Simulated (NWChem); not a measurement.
# H2O2Zn

```xyz
5

Zn     0.0000     0.0000     0.0066
O      0.2139     1.7522    -0.0711
H     -0.4050     2.2528     0.4695
O     -0.2139    -1.7522    -0.0711
H      0.4050    -2.2528     0.4695
```
Charge 0, spin multiplicity 1.

Program: NWChem. All single points use one geometry, from PBE0/def2-SVP, a minimum by its harmonic frequencies. It is one conformer; others weren't searched.

Symmetry labels belong to the abelian group C2 used in the runs, with the axes of the coordinates shown; states degenerate in a higher group split over its labels.

B3LYP has NWChem's definition, with VWN1-RPA local correlation. The structure started from a generated list of species.

**Question.** List the lowest 4 singlet excitations that TD-B3LYP/def2-SVP, VWN1-RPA local correlation gives, with oscillator strengths.

**Answer.** 
```
state  symmetry  energy (eV)  wavelength (nm)      f
-----  --------  -----------  ---------------  -----
1             b         5.09              244  0.011
2             a         5.21              238  0.013
3             b         6.26              198  0.095
4             a         6.50              191  0.022
```
